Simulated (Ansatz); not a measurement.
Energy needed to pull apart H₂SeO₂ (SMILES O[Se]O), closed shell, into free ground-state atoms, from the structure below (displaced at random from a GFN2-xTB minimum); no zero-point or spin–orbit terms; open-shell atoms are treated unrestricted, in their ground-state multiplicity.

```xyz
5
angstrom
O -1.2693 0.2768 -0.5759
Se -0.5003 0.1443 0.9002
O 1.2129 -0.3283 0.5165
H -1.3017 -0.2001 -0.9963
H 1.7059 0.3654 0.3925
```

Program: Ansatz 0.2.0. Basis: def2-TZVPP. Cores are frozen in the correlated methods. Filled d shells of the heavier atoms are correlated. The def2 sets are not built for correlating such inner shells, so the correlated values are less sure here.

```
   method  atomization energy (kJ/mol)
   PBE-D4                          847
r2SCAN-D4                          798
  PBE0-D4                          778
 BHLYP-D4                          694
  LC-wPBE                            ?
  wB97M-V                          799
       HF                          155
      MP2                          793
     CCSD                            ?
  CCSD(T)                          739
```

(1) What does LC-wPBE give? (An estimate is asked for; the value comes from the calculation.)

(2) What does CCSD give? (An estimate is asked for; the value comes from the calculation.)

T1 diagnostic: at most 0.012.

Answers

(1) Computed: 771 kJ/mol, which is about 32 kJ/mol more than CCSD(T)/def2-TZVPP.

(2) By the calculation: 701 kJ/mol, which is about 38 kJ/mol less than CCSD(T)/def2-TZVPP.

In triple zeta the MP2 and coupled-cluster atomization energies are still short of their basis limit by a few kcal/mol a bond, whereas those of the functionals are nearly converged, so these differences are not deviations from converged CCSD(T).

For scale, one of the runs: CCSD(T)/def2-TZVPP forces, 138 basis functions (an equivalent command: `ansatz run in.yaml --threads 4`). The run took 65 s on 4 CPU threads (shared host), with 1.4 GiB of host memory at its peak.
